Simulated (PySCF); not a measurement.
C5H12OSi, SMILES O=C([SiH2]CCC)C (GFN2-xTB optimised geometry):

```
19

C     -2.197     0.131    -2.801
C     -0.829    -0.530    -2.905
C     -0.601    -1.578    -1.814
Si    -0.707    -0.916    -0.027
C      0.180     0.797     0.000
C      1.686     0.797     0.000
O     -0.461     1.824     0.000
H     -2.364     0.793    -3.648
H     -2.983    -0.621    -2.792
H     -2.267     0.720    -1.890
H     -0.056     0.240    -2.840
H     -0.734    -1.008    -3.884
H     -1.331    -2.380    -1.938
H      0.380    -2.035    -1.969
H      0.024    -1.824     0.866
H     -2.082    -0.722     0.430
H      2.050     0.177    -0.817
H      2.082     1.806    -0.091
H      2.030     0.353     0.933
```

Level of theory: CAM-B3LYP/def2-SVP (PySCF).

Q: What are the frontier orbital energies and the dipole moment?

A: HOMO-2 -10.76 eV, HOMO-1 -9.93 eV, HOMO -7.92 eV, LUMO 0.45 eV, LUMO+1 2.19 eV; dipole moment 2.58 D.

Meta-Löwdin charges at CAM-B3LYP/def2-SVP: C1 -0.29, C2 -0.14, C3 -0.39, Si4 0.59, C5 0.18, C6 -0.33, O7 -0.38, H8 0.10, H9 0.09, H10 0.10, H11 0.08, H12 0.09, H13 0.10, H14 0.10, H15 -0.11, H16 -0.10, H17 0.11, H18 0.11, H19 0.12.
